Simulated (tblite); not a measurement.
Species: C3H11NSi2.
Bonds: C1–Si2, Si2–N3, Si2–C4, C4–Si5, Si5–C6, Si2–C6. Hydrogens: H7, H8, H9 on C1; H10, H11 on N3; H12, H13 on C4; H14, H15 on Si5; H16, H17 on C6.

Computed with GFN2-xTB (tblite), gas phase: L-BFGS steps from a force-field or distance-geometry start until the largest atomic force falls under 0.01 eV/Å.

The end geometry, which sets the zero of energy:
```
atom  x, y, z in Å
C1     -1.7067   -1.3528   -0.3956
Si2    -0.5539    0.0528    0.1390
N3     -1.5194    1.1752    1.0342
C4      0.6108    0.7154   -1.2489
Si5     2.1737    0.2171   -0.2585
C6      1.0211   -0.4249    1.1276
H7     -2.4369   -1.0094   -1.1209
H8     -2.2460   -1.7531    0.4555
H9     -1.1468   -2.1631   -0.8487
H10    -1.0729    1.9901    1.4216
H11    -2.4345    1.4151    0.6899
H12     0.5159    0.2285   -2.2158
H13     0.5268    1.7837   -1.4349
H14     3.0255    1.3476    0.1247
H15     2.9891   -0.8182   -0.8993
H16     1.1230   -1.4846    1.3434
H17     1.1242    0.0927    2.0768
```

Problem. These geometries come from the run, each turned onto the end geometry. Order them by energy, lowest first.
A.
```
atom  x, y, z in Å
C1     -1.4370   -1.4534   -0.4329
Si2    -0.5942    0.1108    0.2232
N3     -1.6962    1.2052    0.9944
C4      0.5361    0.9062   -1.1034
Si5     2.0421   -0.0203   -0.3595
C6      0.9891   -0.3012    1.2256
H7     -2.1987   -1.2266   -1.1657
H8     -1.9002   -2.0320    0.3544
H9     -0.7046   -2.0880   -0.9167
H10    -1.2714    2.0145    1.4184
H11    -2.4717    1.5258    0.4386
H12     0.3088    0.7796   -2.1573
H13     0.6239    1.9795   -0.9504
H14     3.2973    0.7389   -0.2125
H15     2.2086   -1.2954   -1.0768
H16     1.0559   -1.2679    1.7178
H17     1.2053    0.4363    1.9929
```
B.
```
atom  x, y, z in Å
C1     -1.4673   -1.4169   -0.4233
Si2    -0.6063    0.1507    0.1961
N3     -1.7254    1.1896    1.0102
C4      0.5778    0.8919   -1.1311
Si5     2.0772   -0.0199   -0.3655
C6      0.9771   -0.2707    1.1898
H7     -2.2381   -1.2106   -1.1507
H8     -1.9209   -1.9677    0.3878
H9     -0.7381   -2.0627   -0.8936
H10    -1.3425    1.9834    1.4973
H11    -2.5802    1.4456    0.5440
H12     0.3909    0.6978   -2.1805
H13     0.6663    1.9717   -1.0300
H14     3.3289    0.7248   -0.2118
H15     2.3823   -1.2867   -1.0593
H16     1.0243   -1.2574    1.6350
H17     1.1869    0.4492    1.9757
```
C.
```
atom  x, y, z in Å
C1     -1.5399   -1.3578   -0.4372
Si2    -0.5611    0.1417    0.1771
N3     -1.6780    1.1332    1.0497
C4      0.6091    0.8350   -1.1874
Si5     2.1291    0.0346   -0.3334
C6      1.0179   -0.2857    1.1854
H7     -2.3034   -1.0554   -1.1458
H8     -2.0298   -1.8653    0.3853
H9     -0.8823   -2.0675   -0.9263
H10    -1.3530    1.9928    1.4606
H11    -2.6105    1.2502    0.6878
H12     0.4352    0.5205   -2.2133
H13     0.6645    1.9213   -1.1959
H14     3.3021    0.8877   -0.1229
H15     2.5197   -1.2107   -1.0024
H16     1.0749   -1.2803    1.6158
H17     1.1988    0.4177    1.9930
```
D.
```
atom  x, y, z in Å
C1     -1.6565   -1.3662   -0.4095
Si2    -0.5610    0.0785    0.1426
N3     -1.5486    1.1816    1.0360
C4      0.6093    0.7643   -1.2292
Si5     2.1622    0.1610   -0.2798
C6      1.0083   -0.3871    1.1426
H7     -2.4002   -1.0498   -1.1335
H8     -2.1785   -1.7981    0.4373
H9     -1.0602   -2.1469   -0.8698
H10    -1.1383    2.0440    1.3539
H11    -2.5039    1.3336    0.7605
H12     0.4910    0.3440   -2.2246
H13     0.5618    1.8452   -1.3435
H14     3.1371    1.2032    0.0632
H15     2.8548   -0.9504   -0.9357
H16     1.0911   -1.4324    1.4233
H17     1.1246    0.1877    2.0564
```
E.
```
atom  x, y, z in Å
C1     -1.6039   -1.3575   -0.4346
Si2    -0.5574    0.0990    0.1713
N3     -1.6079    1.1532    1.0514
C4      0.6079    0.7893   -1.2028
Si5     2.1487    0.0772   -0.3156
C6      1.0206   -0.3339    1.1748
H7     -2.3493   -1.0310   -1.1518
H8     -2.1210   -1.8455    0.3835
H9     -0.9754   -2.0920   -0.9244
H10    -1.2453    2.0329    1.3791
H11    -2.5661    1.2578    0.7591
H12     0.4380    0.4455   -2.2195
H13     0.6209    1.8765   -1.2447
H14     3.2046    1.0591   -0.0588
H15     2.7161   -1.1104   -0.9625
H16     1.0891   -1.3436    1.5682
H17     1.1733    0.3357    2.0175
```

Solution. D (0.004 eV), E (0.011 eV), C (0.022 eV), B (0.059 eV), A (0.114 eV).

In the order of the answer:

```csv
step,E above end (eV),largest force (eV/Å),rms force component (eV/Å),rms distance from end (Å),rms bond change (Å),bond most changed (Å)
78,0.004,0.04,0.013,0.103,0.001,Si5–C6 -0.002
65,0.011,0.05,0.016,0.214,0.001,Si5–H14 -0.002
43,0.022,0.11,0.028,0.308,0.002,Si5–C6 -0.005
19,0.059,0.18,0.065,0.403,0.004,Si5–H15 +0.011
9,0.114,0.25,0.081,0.442,0.005,Si2–C4 -0.013
```

The cost below is that of the whole relaxation. The run took 3.3 s wall, 2.9 s CPU on one thread of an Intel Xeon at 2.50 GHz, no GPU (shared host).
